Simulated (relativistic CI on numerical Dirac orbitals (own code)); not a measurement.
d6 in a ligand field

Computed with a parametric ligand-field model of a d^n configuration (Racah B and C, spin-orbit zeta, crystal field), exact diagonalisation.

Field parameters in Wybourne normalisation: Td as Oh with Dq negative (B⁴₀ = 21Dq, B⁴₄ = √(5/14) B⁴₀). The field is a parameter set, without covalency.

B = 600 cm⁻¹, C = 2870 cm⁻¹ (C/B = 4.78), Td, no spin-orbit coupling. Tanabe-Sugano data, E/B above the lowest term (Δ = |10Dq|; b, c mark the second and third term of a kind):

| Δ/B | 5E | 5T2 | 3T1 | 3E | 3T2 | 3T1(b) | 1T2 | 1E |
| --- | --- | --- | --- | --- | --- | --- | --- | --- |
| 1.0 | 0.00 | 1.00 | 23.05 | 23.31 | 23.92 | 24.15 | 34.61 | 34.52 |
| 1.9 | 0.00 | 1.90 | 22.76 | 23.44 | 24.48 | 24.82 | 34.39 | 34.26 |
| 2.8 | 0.00 | 2.80 | 22.32 | 23.54 | 24.91 | 25.20 | 34.05 | 33.92 |
| 3.7 | 0.00 | 3.70 | 21.79 | 23.62 | 25.22 | 25.35 | 33.60 | 33.54 |
| 4.6 | 0.00 | 4.60 | 21.18 | 23.69 | 25.45 | 25.40 | 33.08 | 33.12 |
| 5.5 | 0.00 | 5.50 | 20.53 | 23.75 | 25.62 | 25.42 | 32.50 | 32.65 |
| 6.4 | 0.00 | 6.40 | 19.84 | 23.80 | 25.76 | 25.42 | 31.88 | 32.15 |
| 7.3 | 0.00 | 7.30 | 19.12 | 23.84 | 25.86 | 25.42 | 31.24 | 31.62 |
| 8.2 | 0.00 | 8.20 | 18.38 | 23.88 | 25.95 | 25.42 | 30.56 | 31.05 |
| 9.1 | 0.00 | 9.10 | 17.63 | 23.91 | 26.02 | 25.42 | 29.87 | 30.46 |
| 10.0 | 0.00 | 10.00 | 16.86 | 23.94 | 26.08 | 25.42 | 29.16 | 29.85 |
| 10.9 | 0.00 | 10.90 | 16.07 | 23.96 | 26.14 | 25.42 | 28.44 | 29.21 |
| 11.8 | 0.00 | 11.80 | 15.28 | 23.99 | 26.18 | 25.42 | 27.70 | 28.55 |
| 12.7 | 0.00 | 12.70 | 14.48 | 24.01 | 26.22 | 25.42 | 26.95 | 27.87 |
| 13.6 | 0.00 | 13.60 | 13.67 | 24.02 | 26.26 | 25.42 | 26.20 | 27.18 |
| 14.5 | 0.00 | 14.50 | 12.86 | 24.04 | 26.29 | 25.42 | 25.44 | 26.47 |
| 15.4 | 0.00 | 15.40 | 12.04 | 24.06 | 26.32 | 25.42 | 24.67 | 25.75 |
| 16.3 | 0.00 | 16.30 | 11.21 | 24.07 | 26.35 | 25.42 | 23.89 | 25.02 |
| 17.2 | 0.00 | 17.20 | 10.38 | 24.08 | 26.37 | 25.43 | 23.10 | 24.27 |
| 18.1 | 0.00 | 18.10 | 9.55 | 24.09 | 26.39 | 25.43 | 22.32 | 23.51 |
| 19.0 | 0.00 | 19.00 | 8.71 | 24.10 | 26.42 | 25.43 | 21.52 | 22.75 |
| 19.9 | 0.00 | 19.90 | 7.87 | 24.11 | 26.43 | 25.43 | 20.72 | 21.97 |
| 20.8 | 0.00 | 20.80 | 7.02 | 24.12 | 26.45 | 25.43 | 19.92 | 21.19 |
| 21.7 | 0.00 | 21.70 | 6.18 | 24.13 | 26.47 | 25.43 | 19.11 | 20.40 |

The ground term stays 5E.
